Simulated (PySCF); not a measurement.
# Fe²³⁺ (iron, charge +23) across methods

[He] 2s1, 2S determinant. All numbers are calculated (PySCF 2.14, no relativity, point nucleus, in an even-tempered Gaussian basis (17 s from 5.5 bohr⁻², ratio 2.2; 8 p from 8.6 bohr⁻², ratio 2.4; 6 d from 26 bohr⁻², ratio 2.4; 5 f from 39 bohr⁻², ratio 2.4; 4 g from 58 bohr⁻², ratio 2.4)).

```csv
method,E (hartree),mean ε 1s α (eV),mean ε 1s β (eV),mean ε 2s α (eV),Σ⟨r²⟩ (bohr²),⟨S²⟩
UHF,-734.26303,-8633.0,-8618.6,-2024.6,0.07774,0.750
r2SCAN,-734.269,-8481.7,-8475.4,-1990.0,0.07775,0.750
revPBE,-734.303,-8464.1,-8457.7,-1988.1,0.07768,0.750
PBE,-734.066,-8463.1,-8456.0,-1987.8,0.07770,0.750
LDA,-732.154,-8444.4,-8437.0,-1984.0,0.07783,0.750
M06-L,-734.397,-8482.4,-8476.6,-1990.3,0.07759,0.750
```

Problem. Estimate the same row for PBE0.

Solution. E (hartree) = -734.129; mean ε 1s α (eV) = -8505.7; mean ε 1s β (eV) = -8496.9; mean ε 2s α (eV) = -1997.2; Σ⟨r²⟩ (bohr²) = 0.07770; ⟨S²⟩ = 0.750.
